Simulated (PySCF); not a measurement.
UHF on Ge+ (germanium, charge +1)

Configuration: [Ar] 3d10 4s2 4p1, 2P determinant. Calculation: PySCF 2.14, in Sapporo-DKH3-DZP-2012 (6s5p3d1f, 43 functions); the spin-free X2C one-electron Hamiltonian (Gaussian nucleus).

```
Total energy                                                  : -2096.733401 hartree
One-electron energy                                           : -2911.9303 hartree
Hartree (Coulomb) energy                                      : 893.5566 hartree
Exchange energy                                               : -78.3597 hartree
⟨S²⟩                                                          : 0.7602
⟨L²⟩                                                          : 2.031
Sum of ⟨r⟩                                                    : 20.74 bohr
Sum of ⟨r²⟩                                                   : 28.54 bohr²
Traceless quadrupole moment −½Σ⟨3z² − r²⟩ along its main axis : -3.12 e·bohr²
Langevin diamagnetic susceptibility                           : -22.6 ×10⁻⁶ cm³/mol
Time after the integrals                                      : 0.3 s of wall time on 1 thread of Neoverse-V1 (shared host)
```

```
shell  electrons  mean orbital energy (eV)  spread (eV)  rms radius, mean of both spins (bohr)
 1s α          1                  -11188.3            0                                 0.0542
 1s β          1                  -11188.3            0                                 0.0542
 2s α          1                   -1463.2            0                                  0.227
 2s β          1                   -1463.2            0                                  0.227
 2p α          3                   -1275.5        0.041                                  0.203
 2p β          3                   -1275.4        0.131                                  0.203
 3s α          1                   -210.74            0                                  0.668
 3s β          1                   -210.63            0                                  0.668
 3p α          3                   -151.03        0.049                                  0.701
 3p β          3                   -150.86        0.463                                  0.701
 3d α          5                   -52.778        0.272                                  0.814
 3d β          5                   -52.695        0.469                                  0.814
 4s α          1                   -24.589            0                                   2.25
 4s β          1                   -22.303            0                                   2.25
 4p α          1                   -15.574            0                                   2.76
```

Densities and radii are taken from the X2C orbitals without a picture-change correction, which distorts them close to the nucleus.
